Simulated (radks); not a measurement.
Values are calculated unless marked as measured or tabulated.
Mg2+, configuration [Ne]. Code: a radial shooting solver on a logarithmic mesh with Libxc functionals. Model: scalar-relativistic Kohn-Sham, LDA (Slater exchange, Perdew-Wang correlation), spin-polarised, spherical densities, finite nucleus; Fermi nuclear charge, rms radius 3.057 fm.

Unscreened Slater integrals over Kohn-Sham orbitals (eV). They are taken over the spin-up orbitals.

| integral | value |
|---|---|
| F0(2p,2p) | 36.798 |
| F2(2p,2p) | 16.619 |
| F0(2p,2s) | 35.912 |
| G1(2p,2s) | 21.538 |
| F0(2p,1s) | 52.650 |
| G1(2p,1s) | 6.5714 |
| F0(2s,2s) | 35.432 |
| F0(2s,1s) | 50.358 |
| G0(2s,1s) | 3.8623 |
| F0(1s,1s) | 195.43 |
